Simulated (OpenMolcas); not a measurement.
# Computed transition rates of Cl

```
Program             : OpenMolcas 26.06
Method              : MS-RASPT2, IPEA 0.25 Eh, imaginary shift 0.1 Eh (closed shells correlated: 2s 2p 3s)
Basis               : ANO-RCC [8s7p5d4f2g]
Scalar Hamiltonian  : DKH2, point nucleus
Active space        : 5 electrons in 9 orbitals (RAS2 3p; RAS3 3d 4s, at most 1 electron)
State averaging     : 2S+1 = 2 odd, 3 roots; 2S+1 = 4 even, 18 roots; 2S+1 = 2 even, 23 roots
Spin-orbit coupling : RASSI with atomic mean-field integrals over the reference wave functions, term energies averaged over their components
```

Rates come from the transition moments of the reference wave functions (E1 and E2 in the length form). At fixed line strength A goes as λ^-3 for E1 and M1 and as λ^-5 for E2, so a rate at the computed wavelength can be rescaled to the measured one. Measured vacuum wavelengths follow from level energies in NIST Handbook of Basic Atomic Spectroscopic Data. Branching counts decays inside the model space alone, at computed energies, and the table is only a selection of the E1 lines, drawn from those between levels with measured partners whose computed energy lies within a factor of 1.5 of the measured one.

```
            Upper            Lower  Type  λ computed (nm)  λ measured (nm)  A computed (s-1)  A rescaled (s-1)  Branching %
3s2 3p4 4s 4P 3/2  3s2 3p5 2P* 1/2    E1            160.4            139.7          5.92e+05                            9.4
3s2 3p4 4s 4P 1/2  3s2 3p5 2P* 1/2    E1            159.6              139          1.19e+06                           65.8
3s2 3p4 4s 4P 5/2  3s2 3p5 2P* 3/2    E1            159.6              139          2.35e+05                          100.0
3s2 3p4 4s 4P 3/2  3s2 3p5 2P* 3/2    E1            158.3              138          5.72e+06                           90.6
3s2 3p4 4s 4P 1/2  3s2 3p5 2P* 3/2    E1            157.5            137.3          6.18e+05                           34.2
3s2 3p4 4s 2P 3/2  3s2 3p5 2P* 1/2    E1            155.2            136.3          7.80e+07          1.15e+08         14.4
3s2 3p4 4s 2P 1/2  3s2 3p5 2P* 1/2    E1            153.7            135.2          3.63e+08          5.33e+08         65.8
3s2 3p4 4s 2P 3/2  3s2 3p5 2P* 3/2    E1            153.2            134.7          4.63e+08          6.81e+08         85.6
3s2 3p4 4s 2P 1/2  3s2 3p5 2P* 3/2    E1            151.8            133.6          1.89e+08          2.77e+08         34.2
3s2 3p4 4s 2D 3/2  3s2 3p5 2P* 1/2    E1            135.2            120.1          2.49e+08          3.55e+08         87.9
3s2 3p4 4s 2D 3/2  3s2 3p5 2P* 3/2    E1            133.7            118.9          3.45e+07          4.91e+07         12.1
3s2 3p4 4s 2D 5/2  3s2 3p5 2P* 3/2    E1            133.7            118.9          2.93e+08          4.17e+08        100.0
```

Spin-changing lines and M1 lines between different terms are not rescaled, since their strength hangs on the term gaps too.

The largest correction is for 3s2 3p4 4s 2P 3/2 → 3s2 3p5 2P* 1/2 (E1): 7.80e+07 × (155.2 / 136.3)^3 = 1.15e+08 s-1, a factor of 1.48.

The computed order of these levels differs from the measured one in 1 place, and where term gaps are wrong the rates of spin-changing lines can be off by large factors.

No measured rate stands beside these. Rescaling mends the energy factor alone: line strengths can still be far off where a level mixes with configurations outside the active space, and weak or spin-changing lines hang on small mixing coefficients that depend on the term gaps too, so rescaling need not improve them.

Term energies are means over components that CASPT2 splits; among the terms shown or strongly mixed into the levels shown the widest spread is 180 cm-1 (3s2 3p4 4s 2D). ANO sets are built for valence states and can reach diffuse excited orbitals poorly, and with the s shell closed the s pⁿ⁺¹ terms that mix with these levels are absent. Measured partners are found by configuration, term and J. A level has none where our copy of the source lacks it or the pairing is in doubt (some pairs that miss far off the trend of their configuration count as doubtful). Only configurations of the active space appear.

* marks odd parity.
